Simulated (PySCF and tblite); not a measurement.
Results of a calculation; reference values are marked as such.
System: C4H3F3, numbered as in [CH:1]#[C:2][C@@H:3]([F:4])[CH:5]([F:6])[F:7].

The path came from a restrained scan, a climbing-image band and a saddle search at GFN2-xTB; energies are PBE0/pcSseg-1 + D3(BJ)//PBE0-D3(BJ)/def2-SVP, thermal terms GFN2-xTB. Rate constants are transition-state-theory values, counting equivalent paths, without tunnelling. Programs: tblite and PySCF.

**Question.** What barrier does the rotation about the C3–C5 bond (torsion C2–C3–C5–F6 from 175° to 66°, falling) meet, and how fast is it at 298 K?

**Answer.** The electronic barrier is 3.4 kcal/mol and ΔG‡(298 K) 4.0 kcal/mol, over a C1 saddle with an imaginary mode of 37i cm⁻¹ (GFN2-xTB). With 1 equivalent path, k is 7.4×10⁹ s⁻¹, a mean lifetime of the start of 140 ps against this motion. The end lies 1.0 kcal/mol above the start in free energy.
